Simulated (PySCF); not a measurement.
Isomers of C6H6S. The calculation used PBE0-D3(BJ)/def2-SVP geometry optimisation, gas phase (PySCF). Energies are electronic, without zero-point or thermal terms, for one conformer each. No frequencies were run at this level. Point groups hold within 0.08 Å.

**Question.** Order them by energy at this level, lowest first, and give relative energies in kcal/mol.
A. `[SH:1][c:2]1[cH:3][cH:4][cH:5][cH:6][cH:7]1` with H–S1–C2–C3 180°
B. `[CH2:1]=[CH:2][c:3]1[cH:4][cH:5][cH:6][s:7]1` with C1–C2–C3–C4 0°
C. `[CH2:1]=[CH:2][c:3]1[cH:4][cH:5][s:6][cH:7]1` with C1–C2–C3–C4 0°

**Answer.** A (0.0), B (21.1), C (21.2).

As drawn, the lowest has an S–H bond, which the highest lacks; the highest has a C=C bond outside aromatic rings, which the lowest lacks. Neighbours under 2.5 kcal/mol apart (C=Cc1cccs1 and C=Cc1ccsc1) can change places with a better method, another conformer or zero-point energy.

| SMILES | E (Eh) | E rel (kcal/mol) | dipole (D) | point group | A, B, C (MHz) |
| --- | --- | --- | --- | --- | --- |
| Sc1ccccc1 | -629.74455 | 0.0 | 1.08 | Cs | 5600, 1577, 1231 |
| C=Cc1cccs1 | -629.71087 | 21.1 | 0.50 | Cs | 4987, 1770, 1306 |
| C=Cc1ccsc1 | -629.71074 | 21.2 | 0.23 | Cs | 6689, 1463, 1200 |

**Question.** How do the relative energies change in single points at PBE0/pcSseg-1 (no added dispersion term) on the same geometries?

**Answer.** 
```tsv
SMILES	PBE0-D3(BJ)/def2-SVP (kcal/mol)	PBE0/pcSseg-1 (kcal/mol)	shift
Sc1ccccc1	0.0	0.0	0.0
C=Cc1cccs1	21.1	20.0	-1.1
C=Cc1ccsc1	21.2	19.9	-1.3
```

Each column counts from its own lowest isomer. The lowest isomer stays, but the order above it changes; the largest shift is 1.3 kcal/mol.
